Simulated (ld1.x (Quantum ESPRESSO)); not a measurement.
nickel, TM: configuration errors across variants

ld1.x (Quantum ESPRESSO) 7.5 input, shortened:

```
&input
   title='Ni', zed=28., rel=2, dft='PBE', iswitch=3,
   config='[Ar] 3d8 4s2 4p0', rel_dist='average'
 /
 &inputp
   pseudotype=2, tm=.true., lloc=2,
   nlcc=.false.
 /
3
3S  1  0   2.00   0.00  0.95  0.95  0.0
3P  2  1   6.00   0.00  0.95  0.95  0.0
3D  3  2   8.00   0.00  1.35  1.35  0.0
 &test
   configts(1)='3s2 3p6 3d8 4s2 4p0'
 /
```

Open shells are filled in proportion to 2j + 1 (rel_dist='average').

Occupied shells without a wave of their own: 4s. They enter only through the test configuration that unscreens the potential.

All-electron excitation energies from the reference (eV): (1) 3s2 3p6 3d8 4s1 4p0 9.323; (2) 3s2 3p6 3d8 4s0 4p0 26.674; (3) 3s2 3p6 3d7 4s0 4p0 64.140; (4) 3s2 3p6 3d8 4s1.5 4p0 3.718; (5) 3s2 3p6 3d8 4s0 4p2 9.501; (6) 3s1 3p6 3d8 4s2 4p0 119.393; (7) 3s2 3p6 3d9 4s0 4p0 6.318.

The file “wave 3d (bound): rc 1.35 bohr becomes 3d (bound): rc 1.02 bohr” misses its own reference levels by 0.4 eV. The file “wave 3d (bound): rc 1.35 bohr becomes 3d (bound): rc 1.66 bohr” misses its own reference levels by 0.3 eV. The file “wave 3d (bound): rc 1.35 bohr becomes 3d (bound): rc 1.76 bohr” misses its own reference levels by 0.3 eV.

Errors AE − PS in meV (a dash: test not solved or not reliable):

```csv
change,(1),(2),(3),(4),(5),(6),(7),bound ghosts
base,+51,+95,-87,+24,-191,-31,+149,none
wave 3d (bound): rc 1.35 bohr becomes 3d (bound): rc 1.02 bohr,-487,-1256,-2043,-211,-902,+120,-665,not determined
wave 3d (bound): rc 1.35 bohr becomes 3d (bound): rc 1.16 bohr,-222,-584,-1020,-96,-511,+38,-285,none
wave 3d (bound): rc 1.35 bohr becomes 3d (bound): rc 1.28 bohr,-40,-128,-381,-16,-286,-10,-0.2,none
wave 3d (bound): rc 1.35 bohr becomes 3d (bound): rc 1.40 bohr,+140,+311,+183,+64,-112,-49,+303,none
wave 3d (bound): rc 1.35 bohr becomes 3d (bound): rc 1.48 bohr,+223,+507,+405,+101,-59,-58,+457,none
wave 3d (bound): rc 1.35 bohr becomes 3d (bound): rc 1.66 bohr,+348,+731,+447,+161,-165,+0.6,+770,none
wave 3d (bound): rc 1.35 bohr becomes 3d (bound): rc 1.76 bohr,+319,+579,+29,+152,-402,+81,+811,none
wave 3d (bound): rc 1.35 bohr becomes 3d (bound): rc 1.92 bohr,+88,-223,-1577,+64,-1202,+270,+642,none
wave 3d (bound): rc 1.35 bohr becomes 3d (bound): rc 2.02 bohr,-279,-1420,-3726,-81,-2257,+404,+232,none
```

(1) Give the same row for: wave 3d (bound): rc 1.35 bohr becomes 3d (bound): rc 0.88 bohr.

## Answers

(1) -1492, -3786, -6437, -645, -2558, +579, -1778; bound ghosts: not determined.
